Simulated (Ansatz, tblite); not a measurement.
Cost and result up the ladder for the cluster VO₃ (4 atoms). Charge 0, multiplicity 2. Geometry: PBE0-D4/def2-TZVP.

```xyz
4

V    -0.172    0.036   -0.611
O     0.587   -1.013    0.623
O     0.273    1.490   -1.023
O    -0.688   -0.513    1.011
```

Ansatz on 4 threads of Arm Neoverse V2 on a shared host; xTB runs through tblite on one thread. Times are rough, summed over both states, and most runs start from the orbitals of an earlier one. B2PLYP/def2-TZVP serves as the yardstick here, not as an exact answer. The other state is a quartet at its own geometry.

The xTB rows come from tblite. B3LYP takes the VWN-RPA correlation. Correlated methods freeze 8 core orbitals; core or outer-core shells of V are correlated, in sets that lack core-valence functions. The structure holds one bond between oxygen atoms, so isomers without such links may lie far lower. The structure comes from a short search, and lower isomers may exist.

Run but left out: HF/STO-3G (doublet: a determinant that CCSD turns far, T1 0.071); HF/def2-TZVP, MP2/def2-TZVP (doublet: ⟨S²⟩ 1.21, where a pure state has 0.75); HF/def2-TZVPP, MP2/def2-TZVPP, CCSD/def2-TZVPP, CCSD(T)/def2-TZVPP (flagged by the program: large difference).

Correlated methods converge slowly with the basis.

xTB has no spin-polarisation term.

```csv
level,functions,wall time,quartet − doublet (eV),difference from B2PLYP/def2-TZVP (eV)
GFN1-xTB,21,0.004 s,1.91,0.65
GFN2-xTB,21,0.007 s,2.04,0.77
LDA (SPW92)/def2-TZVP,138,2 s,1.72,0.46
PBE-D4/def2-TZVP,138,3.9 s,1.43,0.16
BLYP-D4/def2-TZVP,138,4 s,1.40,0.14
B3LYP-D4/def2-TZVP,138,5.3 s,0.90,-0.36
PBE0-D4/def2-TZVP (with forces),138,5.5 s,0.78,-0.48
RPA@PBE/def2-TZVP,138,5.8 s,1.13,-0.13
B2PLYP/def2-TZVP,138,8.3 s,1.27,0.00
r2SCAN-D4/def2-TZVP,138,9.4 s,1.29,0.02
B97M-V/def2-TZVP,138,13 s,1.28,0.01
```
